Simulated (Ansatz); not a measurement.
Pb(Cl)2 anion (Cl2Pb), SMILES [Cl][Pb][Cl] (connectivity only; charge and spin as stated), charge -1, multiplicity 2.

Geometry: PBE-D3(BJ)/def2-SVPD. The multiplicity is an assumed one; other spin states were not compared. The isomer is the one that the SMILES or the coordinates give; other isomers of the formula were not compared. The def2 effective core potentials stand for the cores of Pb; spin–orbit coupling is left out.

Two levels are set side by side: PBE/def2-TZVPD (Ansatz, a quantum-chemistry and plane-wave program) and PBE0/def2-TZVPD (Ansatz). Energy differences of separate SCF runs at the same geometry; the states with an electron removed or added have multiplicity 1. Differences are taken from unrounded values.

```json
[
 {"quantity": "vertical ionisation energy (eV)", "PBE0": "2.01"}
]
```

### Question
What does PBE give, and how far is it from PBE0? (The exact figures need the calculation; the answer reports its results.)

### Answer

```csv
quantity,PBE,PBE minus PBE0
vertical ionisation energy (eV),1.84,-0.17
```
